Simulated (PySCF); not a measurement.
CH₃Si, SMILES C[Si] (connectivity only; charge and spin as stated), neutral, multiplicity 2. Atoms are numbered in the order given.

```xyz
5

C     -1.0985     0.0156     0.0000
Si     0.7902     0.0051     0.0000
H     -1.5568     0.4463     0.8946
H     -1.5568     0.4463    -0.8946
H     -1.3577    -1.0574     0.0000
```
Charge 0, spin multiplicity 2.

The structure is a stationary point at PBE0-D3(BJ)/def2-TZVP. The isomer is the one that the SMILES or the coordinates give; other isomers of the formula were not compared.

These are CAM-B3LYP/def2-TZVPD run with PySCF values and carry that method's errors.

Mulliken values depend strongly on the basis, most of all with diffuse functions as here. ESP charges are fitted to the potential on shells at 1.4 to 2.0 van der Waals radii. Atomic charges (e):

```json
[
 {"atom": "C1", "Mulliken": "-0.82", "meta-Löwdin": "-0.59", "ESP fit": "(withheld)", "Mulliken spin": "-0.02"},
 {"atom": "Si2", "Mulliken": "0.05", "meta-Löwdin": "0.20", "ESP fit": "(withheld)", "Mulliken spin": "0.99"},
 {"atom": "H3", "Mulliken": "0.27", "meta-Löwdin": "0.13", "ESP fit": "(withheld)", "Mulliken spin": "0.02"},
 {"atom": "H4", "Mulliken": "0.27", "meta-Löwdin": "0.13", "ESP fit": "(withheld)", "Mulliken spin": "0.02"},
 {"atom": "H5", "Mulliken": "0.22", "meta-Löwdin": "0.14", "ESP fit": "(withheld)", "Mulliken spin": "-0.01"}
]
```

Task: Complete the blanks. (An estimate is asked for; the answer gives what the named calculation found.)

Result: 
- C1, ESP fit: 0.19
- Si2, ESP fit: -0.14
- H3, ESP fit: -0.03
- H4, ESP fit: -0.03
- H5, ESP fit: 0.01
